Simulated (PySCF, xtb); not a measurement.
C2BrClF2, SMILES Cl/C(F)=C(\Br)F.

GFN2-xTB in xtb at its own geometry gives an orbital gap of 3.99 eV and a dipole moment of 1.34 D.

Geometry optimised at TPSSh-D3(BJ)/def2-SVP.

**Question.** What does PySCF with PBE/def2-TZVP give? (An estimate is asked for; the answer gives what the named calculation found.)

**Answer.** gap 4.47 eV (levels -6.08 and -1.60 eV), dipole 0.83 D.
